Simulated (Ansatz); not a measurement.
Geometry optimisation, Ansatz, RKS B3LYP/def2-SVP.

The input (input.yaml):

```yaml
crystal:
  periodic: [false, false, false]
  atoms:
    - { symbol: Si, position_ang: [-0.606448, -0.127624, -0.443299] }
    - { symbol: Cl, position_ang: [-0.192906, 1.300122, 2.552554] }
    - { symbol: Cl, position_ang: [1.162527, -0.926683, 0.244696] }
    - { symbol: Cl, position_ang: [-0.369301, 1.865869, -0.870195] }
    - { symbol: Cl, position_ang: [-1.021326, -1.09687, -2.228905] }
    - { symbol: S, position_ang: [-2.294177, -0.494017, 0.849226] }
    - { symbol: H, position_ang: [-2.695894, -1.565044, 0.124881] }
    - { symbol: H, position_ang: [-0.818875, 0.171448, 2.887343] }
basis:
  gaussian: { orbitals: def2-SVP }
hamiltonian:
  xc: b3lyp
relax:
  f_tol: 0.03
  max_steps: 50
```

Run as:

```bash
$ ansatz run input.yaml --threads 4 --pin off --max-ram 5120MiB --backend cpu --events-out ev --progress --plain --runs-dir out
```

Task: Where does it end, and by what steps?

Result: It converged. The force dipped under the threshold on the way, but the program's further checks kept it going. After 18 steps the energy has fallen by 0.224 eV; Cl2 moved furthest, 0.97 Å.

| step | energy less start (eV) | largest force component (eV/Å) | accepted |
| --- | --- | --- | --- |
| 0 | 0.0000 | 0.954 | yes |
| 1 | -0.0955 | 0.702 | yes |
| 2 | -0.1419 | 0.547 | yes |
| 3 | -0.1506 | 0.397 | yes |
| 4 | -0.1734 | 0.114 | yes |
| 5 | -0.1795 | 0.082 | yes |
| 6 | -0.1705 | 0.774 | no |
| 7 | -0.1871 | 0.183 | yes |
| 8 | -0.1931 | 0.319 | yes |
| 9 | -0.1999 | 0.427 | yes |
| 10 | -0.2099 | 0.224 | yes |
| 11 | -0.2192 | 0.024 | yes |
| 12 | -0.2052 | 0.608 | no |
| 13 | -0.2210 | 0.150 | yes |
| 14 | -0.2180 | 0.299 | no |
| 15 | -0.2225 | 0.048 | yes |
| 16 | -0.2229 | 0.061 | yes |
| 17 | -0.2230 | 0.085 | yes |
| 18 | -0.2236 | 0.004 | yes |

```xyz
8
Properties=species:S:1:pos:R:3
Si -0.658 -0.177 -0.756
Cl -0.197 1.022 3.482
Cl 1.013 -1.050 0.063
Cl -0.343 1.822 -1.079
Cl -1.049 -1.116 -2.545
S -2.337 -0.296 0.575
H -2.224 -1.634 0.763
H -1.040 0.556 2.613
```

Whether the end is a true minimum wasn't checked by a vibrational analysis.

The run took 43 s on 4 threads of Arm Neoverse V1 (shared host), peak memory 0.34 GiB.
